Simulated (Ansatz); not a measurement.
TiB₇⁻. Total charge -1; singlet. Geometry PBE-D4/def2-SVPD, basis def2-TZVPD, Ansatz.

```xyz
8

Ti    1.883   -0.775    0.099
B    -1.393    0.820   -0.336
B    -1.159   -0.581   -1.010
B     0.142   -1.452   -0.726
B     0.402    0.484   -0.672
B     0.893    0.619    1.215
B    -0.313   -0.471    0.624
B    -0.456    1.357    0.807
```

| run | HOMO (eV) | LUMO (eV) |
| --- | --- | --- |
| A | -0.66 | 0.95 |
| B | -1.03 | 1.27 |
| C | -0.37 | 1.05 |
| D | -0.67 | 1.19 |
| E | -0.30 | 0.80 |

HSE06 is defined as in plane-wave codes, on full-range PBE exchange. The structure comes from a short search, and lower isomers may exist.

Question: The runs used HSE06, PBE, PBE0, r2SCAN, r2SCANh. Estimate which is which.

Answer: A HSE06 (range-separated); B PBE0 (25 % exact exchange); C r2SCAN (0 % exact exchange); D r2SCANh (10 % exact exchange); E PBE (0 % exact exchange). Exact exchange lowers occupied and raises empty levels; among semilocal functionals meta-GGAs tend to open the gap a little, and such runs are hard to tell apart. The gap grows from 1.11 eV (PBE) to 2.30 eV (PBE0).
